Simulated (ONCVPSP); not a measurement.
## Before and after: ONCV potential for Hf (Z = 72)

ONCVPSP 4.0.1 input, shortened (lines: element, Z, core and valence counts, functional; n l f; lmax; l rc ep ncon nbas qcut; lloc lpopt rc5 dvloc0; l nproj debl; icmod fcfact rcfact), BLYP, non-relativistic:

```
  Hf 72.00    9    5  -106131      upf
    1    0    2.00
    2    0    2.00
    2    1    6.00
    3    0    2.00
    3    1    6.00
    3    2   10.00
    4    0    2.00
    4    1    6.00
    4    2   10.00
    4    3   13.00
    5    0    2.00
    5    1    6.00
    5    2    3.00
    6    0    2.00
    3
    0    2.10    0.00    5   10    6.80
    1    1.30    0.00    4    7    6.90
    2    1.75    0.00    4    8    5.60
    3    0.55    0.00    4    7   20.50
    4    5    0.50    6.00
    0    2    1.80
    1    1    3.60
    2    2    1.60
    3    3    2.30
    3    2.25    1.25
```

Change: d: debl 5.65.

Cutoffs: the cutoffs (Ha) at which the residual kinetic energy of the hardest occupied pseudo-wave falls to 1 and 0.1 mHa per electron; they do not see the model core or the augmentation charge, which bear on the density cutoff. Errors are all-electron minus pseudo energies relative to the spin-unpolarised reference configuration.

Problem. How do hardness, ghosts and transferability respond?

Solution. The potential gets neither clearly harder nor softer (687 Ha and 923 Ha → 687 Ha and 923 Ha); the bound ghosts move from d, f, p, s to f, p, s; the lowest positive-energy flag moves from none to d at 23.3 eV; the number of tests with a reliable result goes from 4 to 3; the errors of the 3 common tests hardly move; the range in which the d phases agree narrows (upper end at the end of the scan → 0.8).

```csv
quantity,base,changed
"cutoff, loose",687 Ha,687 Ha
"cutoff, tight",923 Ha,923 Ha
bound ghosts,"s, p, d, f","s, p, f"
GHOST(+) flags under 300 eV,none,d at 23.3 eV
tests with a reliable result,4 of 4,3 of 4
"error for 4f14 5s2 5p6 5d2 6s2, meV [ΔE -23.31 eV]",-291,-288
"error for 4f14 5s2 5p6 5d2 6s1, meV [ΔE -16.33 eV]",-247,-242
"error for 4f14 5s2 5p6 5d2 6s0, meV [ΔE -3.43 eV]",-191,-186
s: phases at 2.13 bohr within 0.05 rad from the reference energy up to (Ha; the scan ends near 5),to the end of the scan,to the end of the scan
p: phases at 1.32 bohr within 0.05 rad from the reference energy up to (Ha; the scan ends near 5),2.6,2.6
d: phases at 1.78 bohr within 0.05 rad from the reference energy up to (Ha; the scan ends near 5),to the end of the scan,0.8
f: phases at 0.56 bohr within 0.05 rad from the reference energy up to (Ha; the scan ends near 5),to the end of the scan,to the end of the scan
"rms error of d²Exc/dni dnj with the model core, mHa",3.76,3.76
```

 A true bound ghost makes a file unfit for plane-wave use even where its test errors are small: the radial tests pick states by their node count and pass the ghost by.
